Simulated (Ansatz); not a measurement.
Pulling on the H–H spacing in H8 chain (multiplicity 1 held). Energies count from the point at 0.900 Å.
Geometry at that point (charge 0, multiplicity 1):
```xyz
8

H      0.00000     0.00000     0.00000
H      0.00000     0.00000     0.90000
H      0.00000     0.00000     1.80000
H      0.00000     0.00000     2.70000
H      0.00000     0.00000     3.60000
H      0.00000     0.00000     4.50000
H      0.00000     0.00000     5.40000
H      0.00000     0.00000     6.30000
```

Signs of static correlation in 6-31G, with CASSCF(8,8), from Ansatz (an electronic-structure program) runs.

```csv
R (Å),T1 of restricted CCSD,⟨S²⟩ of UHF,largest double amplitude of restricted CCSD,weight of the CASSCF reference in MRCISD,CASSCF natural occupations
0.700,0.010,0.000,0.112,0.985,1.99 1.99 1.98 1.95 0.06 0.02 0.01 0.00
0.800,0.011,0.000,0.135,0.986,1.99 1.98 1.97 1.93 0.08 0.03 0.01 0.01
0.900,0.013,0.000,0.159,0.987,1.98 1.98 1.96 1.91 0.10 0.04 0.02 0.01
1.100,0.015,0.775,0.209,0.990,1.97 1.95 1.92 1.84 0.17 0.08 0.04 0.03
1.300,0.018,?,0.266,0.993,1.94 1.91 1.87 1.75 0.27 0.13 0.08 0.05
1.500,0.022,2.076,0.335,0.995,1.89 1.85 1.78 1.63 0.38 0.22 0.14 0.10
1.800,?,2.978,0.579,0.997,1.76 1.71 1.62 1.45 0.57 0.39 0.28 0.23
2.100,0.097,3.534,0.515,0.999,1.59 1.54 1.44 1.29 0.72 0.57 0.46 0.40
2.500,0.073,3.852,0.353,1.000,1.37 1.32 1.25 1.15 0.85 0.75 0.67 0.63
3.000,0.074,3.968,0.389,1.000,1.18 1.15 1.12 1.07 0.93 0.88 0.84 0.82
3.600,0.088,3.996,1.163,1.000,1.07 1.06 1.04 1.02 0.98 0.96 0.94 0.93
```

Problem. Some entries are withheld; supply them.

Solution. 
- 1.300, ⟨S²⟩ of UHF: 1.412
- 1.800, T1 of restricted CCSD: 0.037

Doubts at one or more of the structures used: a restricted determinant that unrestricted orbitals would lower (R-CCSD(T)/6-31G); other coupled-cluster roots lie near (R-CCSD(T)/6-31G); T1 above 0.05 (R-CCSD(T)/6-31G, U-CCSD(T)/6-31G); a spin-contaminated determinant (U-CCSD(T)/6-31G); the program's own flag: large difference (U-CCSD(T)/6-31G).
